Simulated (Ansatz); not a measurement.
Ansatz (a program for electronic structure) input (B3LYP-D3(BJ)/def2-TZVP):

Ansatz 0.2 input:
```yaml
crystal:
  periodic: [false, false, false]
  atoms:
    - {symbol: Ga, position_ang: [0.01531912, -0.00353601, -0.00979109]}
    - {symbol: F, position_ang: [-1.52508071, -0.95301515, -0.01491909]}
    - {symbol: F, position_ang: [0.04257334, 1.67811220, -0.67939087]}
    - {symbol: F, position_ang: [1.53201045, -0.72706343, 0.66194434]}
basis:
  gaussian:
    orbitals: def2-TZVP
hamiltonian:
  xc: b3lyp
  dispersion: d3bj
total_charge: 1
magnetization: {spin_polarized: true, initial_magnetization: 1}
relax: {f_tol: 0.002, max_steps: 150}
```

End of the output:

```
relax step  14: F+E_penalty+E_count = -60523.21815124 eV  Δ(F+E_penalty+E_count) = -2.181e-2 eV  max|allowed force component| = 8.072e-2 eV/Å  Δτ_max = 0.0998 Å  (50 SCF iters, accepted)
these checks for a lower state are left out or cut short: starts, cluster_reference, orbital_swaps, neighbouring_geometries, increment
integrals: 0.05 GiB planned
871 factors; their error is unknown
mean field: 0.72 GiB planned
mean field -60523.15033384 eV, -2224.1847507038 hartree, gradient 2.5e-5 eV, S^2 0.757203; 0 other end points of the search recorded, 0 dependent functions left out
the calculation of the forces begins
reference -60523.15051549 eV, -2224.1847573794 hartree; 29, 28 occupied and 112, 113 virtual orbitals, 871 factors
relax step  15: F+E_penalty+E_count = -60523.21885701 eV  Δ(F+E_penalty+E_count) = -7.058e-4 eV  max|allowed force component| = 1.100e-2 eV/Å  Δτ_max = 0.0143 Å  (43 SCF iters, accepted)
these checks for a lower state are left out or cut short: starts, cluster_reference, orbital_swaps, neighbouring_geometries, increment
integrals: 0.05 GiB planned
871 factors; their error is unknown
mean field: 0.72 GiB planned
mean field -60523.15036303 eV, -2224.1847517765 hartree, gradient 2.2e-5 eV, S^2 0.757216; 0 other end points of the search recorded, 0 dependent functions left out
the calculation of the forces begins
reference -60523.15054469 eV, -2224.1847584525 hartree; 29, 28 occupied and 112, 113 virtual orbitals, 871 factors
relax step  16: F+E_penalty+E_count = -60523.21888071 eV  Δ(F+E_penalty+E_count) = -2.370e-5 eV  max|allowed force component| = 5.920e-4 eV/Å  Δτ_max = 0.0029 Å  (42 SCF iters, accepted)
integrals: 0.05 GiB planned
871 factors; their error is unknown
mean field: 0.72 GiB planned
mean field evaluation 256: about -60522.9800 eV, gradient 6.2e-1 eV
mean field -60523.15036303 eV, -2224.1847517765 hartree, gradient 2.3e-5 eV, S^2 0.757216; 3 other end points of the search recorded, 0 dependent functions left out
the calculation of the forces begins
reference -60523.15054469 eV, -2224.1847584525 hartree; 29, 28 occupied and 112, 113 virtual orbitals, 871 factors
Total energy: -60523.21906237 eV, -2224.1872764309 hartree
Atom 0 at    -0.261313    -0.165036    -0.005748 Å, force    -0.000592     0.000166    -0.000567 eV/Å
Atom 1 at    -1.708160    -1.015658     0.017404 Å, force    -0.000264    -0.000494     0.000318 eV/Å
Atom 2 at     0.542571     1.380885    -0.492997 Å, force     0.000447     0.000411     0.000020 eV/Å
Atom 3 at     1.491723    -0.205693     0.439184 Å, force     0.000409    -0.000083     0.000229 eV/Å
Dipole moment:     0.013242     0.007447     0.000086 e Å
```
